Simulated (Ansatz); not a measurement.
Input and output for ZrSi₄O₄H₁₂ (relaxed from a model of Zr(OSiH3)4, whose bonding it doesn't keep).

```yaml
crystal:
  periodic: [false, false, false]
  atoms:
    - {symbol: Zr, position_ang: [-0.000167, -0.000091, 0.000220]}
    - {symbol: O, position_ang: [0.824316, -0.699778, 1.615467]}
    - {symbol: Si, position_ang: [1.516871, -1.299274, 3.000313]}
    - {symbol: H, position_ang: [2.243101, -2.568940, 2.697105]}
    - {symbol: H, position_ang: [0.459472, -1.574309, 4.018599]}
    - {symbol: H, position_ang: [2.483197, -0.304398, 3.557134]}
    - {symbol: O, position_ang: [1.200855, -0.261347, -1.505635]}
    - {symbol: Si, position_ang: [2.233919, -0.473017, -2.788154]}
    - {symbol: H, position_ang: [2.938576, -1.784987, -2.662140]}
    - {symbol: H, position_ang: [3.247167, 0.624058, -2.810395]}
    - {symbol: H, position_ang: [1.465619, -0.452085, -4.069034]}
    - {symbol: O, position_ang: [-0.355404, 1.897825, 0.223969]}
    - {symbol: Si, position_ang: [-0.659125, 3.520564, 0.400995]}
    - {symbol: H, position_ang: [-1.943874, 3.719872, 1.138140]}
    - {symbol: H, position_ang: [-0.762395, 4.167218, -0.941368]}
    - {symbol: H, position_ang: [0.449179, 4.164905, 1.167705]}
    - {symbol: O, position_ang: [-1.670372, -0.936976, -0.332986]}
    - {symbol: Si, position_ang: [-3.091641, -1.748376, -0.613075]}
    - {symbol: H, position_ang: [-4.180030, -1.175101, 0.234408]}
    - {symbol: H, position_ang: [-2.924842, -3.194518, -0.279123]}
    - {symbol: H, position_ang: [-3.474411, -1.621256, -2.052155]}
basis:
  gaussian: {orbitals: STO-3G}
hamiltonian: {xc: {name: r2SCANh}}
output: {forces: true}
```

```sh
$ ansatz run in.yaml --threads 4 --pin off --events-out ev --progress --plain --max-ram 6963MiB
```

It prints (some lines left out):

```
Functional definition: r2SCANh
1173 factors; integrals over basis functions are off by at most 3.9e-5 eV
mean field evaluation 1: about -134792.4172 eV, gradient 4.1e1 eV
mean field evaluation 2: about -134791.3920 eV, gradient 4.8e1 eV
mean field evaluation 4: about -134797.7237 eV, gradient 1.5e0 eV
mean field evaluation 8: about -134797.5993 eV, gradient 2.0e-2 eV
mean field -134797.59934370 eV, -4953.7204067866 hartree, gradient 3.4e-5 eV, S^2 0.000000; 0 other end points of the search recorded, 0 dependent functions left out
reference -134797.59935653 eV, -4953.7204072581 hartree; 70, 70 occupied and 25, 25 virtual orbitals, 1173 factors
Total energy: -134797.59935653 eV, -4953.7204072581 hartree
Atom 0 at    -0.000167    -0.000091     0.000220 Å, force    -0.000104     0.000013    -0.000274 eV/Å
Atom 1 at     0.824316    -0.699778     1.615467 Å, force    -0.782582     0.668841    -1.542522 eV/Å
Atom 2 at     1.516871    -1.299274     3.000313 Å, force     0.486100    -0.403020     0.959488 eV/Å
Atom 3 at     2.243101    -2.568940     2.697105 Å, force    -0.503563     0.898892     0.246839 eV/Å
Atom 4 at     0.459472    -1.574309     4.018599 Å, force     0.769569     0.183366    -0.694790 eV/Å
Atom 5 at     2.483197    -0.304398     3.557134 Å, force    -0.686118    -0.737553    -0.375287 eV/Å
Atom 6 at     1.200855    -0.261347    -1.505635 Å, force    -1.146635     0.244233     1.435510 eV/Å
Atom 7 at     2.233919    -0.473017    -2.788154 Å, force     0.720528    -0.157374    -0.883303 eV/Å
Atom 8 at     2.938576    -1.784987    -2.662140 Å, force    -0.491658     0.948790    -0.120790 eV/Å
Atom 9 at     3.247167     0.624058    -2.810395 Å, force    -0.699663    -0.787725    -0.011739 eV/Å
Atom 10 at     1.465619    -0.452085    -4.069034 Å, force     0.572064    -0.022623     0.891401 eV/Å
Atom 11 at    -0.355404     1.897825     0.223969 Å, force     0.338195    -1.811083    -0.208064 eV/Å
Atom 12 at    -0.659125     3.520564     0.400995 Å, force    -0.223459     1.122763     0.126805 eV/Å
Atom 13 at    -1.943874     3.719872     1.138140 Å, force     0.929252    -0.109765    -0.530330 eV/Å
Atom 14 at    -0.762395     4.167218    -0.941368 Å, force     0.066375    -0.426006     0.961515 eV/Å
Atom 15 at     0.449179     4.164905     1.167705 Å, force    -0.802247    -0.428425    -0.542952 eV/Å
Atom 16 at    -1.670372    -0.936976    -0.332986 Å, force     1.592476     0.898174     0.316062 eV/Å
Atom 17 at    -3.091641    -1.748376    -0.613075 Å, force    -0.983753    -0.558909    -0.207671 eV/Å
Atom 18 at    -4.180030    -1.175101     0.234408 Å, force     0.749710    -0.427007    -0.615778 eV/Å
Atom 19 at    -2.924842    -3.194518    -0.279123 Å, force    -0.150574     1.013174    -0.244864 eV/Å
Atom 20 at    -3.474411    -1.621256    -2.052155 Å, force     0.246085    -0.108756     1.040744 eV/Å
Dipole moment:     0.000027    -0.000219     0.000147 e Å
```

Hardware: 4 threads of Arm Neoverse V2 on a shared host. Wall time 6 s.
